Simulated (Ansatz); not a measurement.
Born–Oppenheimer molecular dynamics of BBrFH₃ (6 atoms, charge 0, multiplicity 1). It starts at the highest image of a converged band, a first-order saddle point between two minima.

The calculation used RKS PBE/def2-SVP (Ansatz).

```yaml
ensemble: NVE (velocity Verlet)
time_step: 0.5 fs
steps_asked: 200
starting_velocities_drawn_for: 300 K
seed: 5720
```

First frame:

```xyz
6
Properties=species:S:1:pos:R:3
B 0.010 -0.190 0.042
F 0.006 0.160 1.548
H 1.071 0.089 -0.465
H -1.072 0.018 -0.454
Br 0.084 -2.318 0.575
H 0.046 -1.042 1.676
```

**Question.** How far do the bonds stretch over the last three quarters of this one trajectory? (Pairs bonded in most of those frames.)

**Answer.** 
```tsv
bond	mean (Å)	spread (Å)	shortest	longest
B1–F2	1.350	0.033	1.32	1.47
B1–H3	1.223	0.008	1.21	1.24
B1–H4	1.219	0.007	1.21	1.23
Br5–H6	1.455	0.037	1.41	1.59
```

Mean temperature of the second half: 1229 K. The conserved energy stayed within 0.045 meV per atom of its start (net change 0.016 meV per atom), so the integration is sound. The kinetic energy rose, since the run started high on the potential surface and went downhill. It ends in pieces (BFH2 + BrH), so much of that is their flight and rotation, not heat. A run of 0.1 ps of so small a system gives no equilibrium averages. The orbitals stay closed-shell, which can raise the energy where a bond breaks towards radicals; this wasn't checked here.

Run time: 4.9 min on 1 thread of Arm Neoverse V2, with other jobs on the host, peak memory 0.15 GiB.
